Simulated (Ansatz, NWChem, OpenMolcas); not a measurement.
## A ladder of methods for BNH3F3 (SMILES [NH3+][B-](F)(F)F)

The species is BNH3F3 (8 atoms), meant as a singlet with charge 0. As SMILES, `[NH3+][B-](F)(F)F`. Geometry: relaxed at PBE0-D4/def2-TZVP.

Quantity: the vertical energy of the triplet above the singlet, in eV. The values are calculated.

| level | kind | program | value (eV) | CPU time (all runs) |
| --- | --- | --- | --- | --- |
| revPBE/cc-pVDZ | GGA | OpenMolcas | 8.33 | 95 s |
| B3LYP/cc-pVDZ | global hybrid | NWChem | 8.88 | 2.7 min |
| BHLYP/cc-pVDZ | global hybrid | OpenMolcas | 9.61 | 77 s |
| r2SCAN0/cc-pVDZ | hybrid meta-GGA | Ansatz | 9.23 | 54 s |
| CAM-B3LYP/cc-pVDZ | range-separated hybrid | NWChem | 9.23 | 3.2 min |
| HSE06/cc-pVDZ | range-separated hybrid | Ansatz | 9.06 | 37 s |
| wB97M-V/cc-pVDZ | range-separated hybrid | Ansatz | 9.38 | 4 min |
| CCSD/cc-pVDZ | coupled cluster or CI | Ansatz | 9.84 | 2.2 min |

The values span 8.33 to 9.84 eV. A triplet this far above the singlet is often a Rydberg-like or dissociative state; sets without diffuse functions put Rydberg states too high. CPU times are rough (shared hosts, several kinds of processor): they show what a rung costs within a factor of a few.
